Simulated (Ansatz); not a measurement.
Frontier orbitals of GeH5PS (`[PH2][GeH2][SH]`).

Z-matrix (Å, degrees):
```
Ge
S 1 2.228
P 1 2.319 2 114.5
H 1 1.536 2 104.2 3 -119.7
H 1 1.539 2 110.0 3 122.2
H 2 1.343 1 94.4 3 -61.0
H 3 1.421 1 93.1 2 53.0
H 3 1.420 1 93.2 2 -40.5
```

Total charge 0; spin multiplicity 1. Correlated methods include outer-core shells of Ge, which these sets cover unevenly. Scalar relativity is left out up to krypton. Geometry: relaxed with PBE0-D4/def2-TZVP. It is one conformer, not always the lowest. Basis def2-TZVPP, Ansatz 0.2.0.

```json
{"functional": "PBE", "HOMO (eV)": "-5.94", "LUMO (eV)": "-1.42"}
```

(1) Give HOMO and LUMO (eV) with LDA (SPW92), revPBE, BLYP, r2SCAN, B97M-V, PBE0, B3LYP, r2SCANh, r2SCAN0, HSE06 (plane-wave form), BHLYP, CAM-B3LYP, LC-ωPBE, ωB97X-V, ωB97M-V, HF. (An estimate is asked.)

Answers

(1) The calculation gave: 
```
             functional   HOMO   LUMO
            LDA (SPW92)  -6.04  -1.63
                 revPBE  -5.90  -1.34
                   BLYP  -5.77  -1.34
                 r2SCAN  -6.21  -1.19
                 B97M-V  -6.31  -1.21
                   PBE0  -7.10  -0.55
                  B3LYP  -6.85  -0.80
                r2SCANh  -6.63  -0.88
                r2SCAN0  -7.26  -0.42
HSE06 (plane-wave form)  -6.70  -0.92
                  BHLYP  -8.08   0.37
              CAM-B3LYP  -8.34   0.45
                LC-ωPBE  -9.71   1.59
                ωB97X-V  -9.36   1.49
                ωB97M-V  -9.16   1.31
                     HF  -9.65   2.80
```

B3LYP here is the variant with VWN-RPA as its local correlation; programs differ in this. LC-ωPBE has ω = 0.4 bohr⁻¹. Positive LUMOs are unbound and depend on the basis.
